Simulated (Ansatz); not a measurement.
Ideal-gas functions of BrCu, SMILES `[Cu][Br]` at 400 K and 1 bar, from an Ansatz frequency run at PBE0-D4/def2-TZVP.

Molar mass 143.45 g/mol, point group C∞v (symmetry number 1), electronic degeneracy 1, moments of inertia 172.495 u Å². Harmonic wavenumbers (cm⁻¹, unscaled): 298.

Use S(trans) = R[1.5 ln M + 2.5 ln T − 1.1517]; rotational temperatures θ = 24.2544 K / I; S(rot) = R[ln(T/σθ) + 1]; for each mode x = 1.438777 ν̃/T, S = R[x/(eˣ − 1) − ln(1 − e⁻ˣ)] and H = RT x/(eˣ − 1); 1 cm⁻¹ = 0.0119627 kJ/mol; R = 8.31446 J/(mol·K).

Q: By hand: the entropy, in J/(mol·K).

A: Translation 176.9. Rotation: θ = 0.1406 K, giving 74.4. Vibration, mode by mode: 8.12, in all 8.1. Electronic 0.0. Sum 259.4 J/(mol·K).

Q: By hand: H − E and G − E in kJ/mol, counted from the electronic energy.

A: Zero-point energy ½ × 298 × 0.0119627 = 1.8; thermal vibration 1.9; translation, rotation and pV give 3.5 RT = 11.6. H − E = 15.3 kJ/mol, and G − E = 15.3 − 400 × 259.4/1000 = -88.5 kJ/mol.

Vibration gives 3 % of the entropy.
